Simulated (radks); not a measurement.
Valence configurations of V3+ (all share [Ar]). Calculated with a radial shooting solver on a logarithmic mesh with Libxc functionals: scalar-relativistic Kohn-Sham, PBE, spin-polarised, spherical densities, finite nucleus; open shells are filled with parallel spins first; Fermi nuclear charge, rms radius 3.6002 fm. Energies are relative to 3d2; eigenvalues in eV for spin up.

[
 {"valence": "3d2", "E (eV)": "0.000", "moment (Bohr magnetons)": "2", "e(3d)": "-37.865", "e(4p)": "-", "e(4s)": "-"},
 {"valence": "3d1.5 4s0.5", "E (eV)": "5.258", "moment (Bohr magnetons)": "2", "e(3d)": "-41.020", "e(4p)": "-", "e(4s)": "-29.617"},
 {"valence": "3d1.5 4p0.5", "E (eV)": "8.317", "moment (Bohr magnetons)": "2", "e(3d)": "-41.492", "e(4p)": "-23.768", "e(4s)": "-"},
 {"valence": "3d1 4s1", "E (eV)": "11.405", "moment (Bohr magnetons)": "2", "e(3d)": "-44.291", "e(4p)": "-", "e(4s)": "-31.099"},
 {"valence": "3d1 4p1", "E (eV)": "17.722", "moment (Bohr magnetons)": "2", "e(3d)": "-45.206", "e(4p)": "-25.299", "e(4s)": "-"},
 {"valence": "3d0.5 4s1.5", "E (eV)": "19.178", "moment (Bohr magnetons)": "1", "e(3d)": "-47.549", "e(4p)": "-", "e(4s)": "-32.072"},
 {"valence": "4s2", "E (eV)": "27.728", "moment (Bohr magnetons)": "0", "e(3d)": "-", "e(4p)": "-", "e(4s)": "-32.978"},
 {"valence": "4p2", "E (eV)": "39.964", "moment (Bohr magnetons)": "2", "e(3d)": "-", "e(4p)": "-28.147", "e(4s)": "-"}
]

NIST lists [Ar] 3d2 as the ground configuration; this level of theory agrees among the configurations tried. The energies are those of spherical high-spin densities, not of single terms.
